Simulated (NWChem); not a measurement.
# C₂H₂O₃S; SMILES C#CS(=O)(=O)O

```xyz
8

C      0.0132    -2.5287     0.0207
C     -0.0066    -1.3191    -0.0015
S     -0.0780     0.3967    -0.1135
O      0.8034     0.8095    -1.1823
O     -1.4560     0.7939    -0.0323
O      0.6057     0.8204     1.2815
H      0.0301    -3.6048     0.0442
H      1.5534     0.9542     1.1204
```
Atoms are numbered in this order, from 1.

The geometry was optimised at PBE0/def2-SVP.

Task: List the 4 lowest vertical singlet excitations from PBE0/def2-SVP, TDA (NWChem).

Result: 
| state | energy (eV) | oscillator strength | leading excitation (squared amplitude) |
|---|---|---|---|
| S1 | 5.97 | 0.000 | HOMO → LUMO (0.90) |
| S2 | 6.39 | 0.001 | HOMO−1 → LUMO (0.52) |
| S3 | 6.56 | 0.000 | HOMO−1 → LUMO+1 (0.90) |
| S4 | 7.28 | 0.009 | HOMO−2 → LUMO (0.83) |
